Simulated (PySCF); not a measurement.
Working with the constants of PtN

M06 constants of PtN, doublet, unpaired electrons π ↑, a mixture of terms (⟨Lz²⟩ = 2.3) (PySCF, spin-free X2C with a Gaussian nucleus, basis sets Pt x2c-TZVPPall, N x2c-TZVPPall; masses 194.9648 and 14.0031 u):

- ωe: 949.9 cm⁻¹
- ωexe: 10.9 cm⁻¹
- Be: 0.46235 cm⁻¹
- αe: 0.00412 cm⁻¹
- D (centrifugal): 4.38e-07 cm⁻¹
- De to Pt (5d9 6s1) + N: 3.10 eV

(1) Give the vibrational terms G(v) and spacings up to v = 3.

(2) How well does the Morse estimate ωe²/(4ωexe) reproduce De, and what is D0?

The metal atom is held in its measured ground configuration; semilocal functionals can put another filling of s and d lower by some tenths of an eV, and De to that atom would be smaller. These are scalar-relativistic numbers at best; spin–orbit coupling would shift them, the dissociation energy most. The state is the lowest single determinant that the PBE0 search found; with open d or f shells the true ground state can be another one.

Answers

(1) G(v) = ωe(v+½) − ωexe(v+½)².

| v | G(v) (cm⁻¹) | G(v) − G(v−1) | Bv (cm⁻¹) |
| --- | --- | --- | --- |
| 0 | 472 |  | 0.4603 |
| 1 | 1400 | 928 | 0.4562 |
| 2 | 2307 | 906 | 0.4521 |
| 3 | 3191 | 884 | 0.4479 |

(2) It gives 2.57 eV, 83 % of the computed De. D0 = De − G(0) = 3.10 − 0.06 = 3.04 eV.
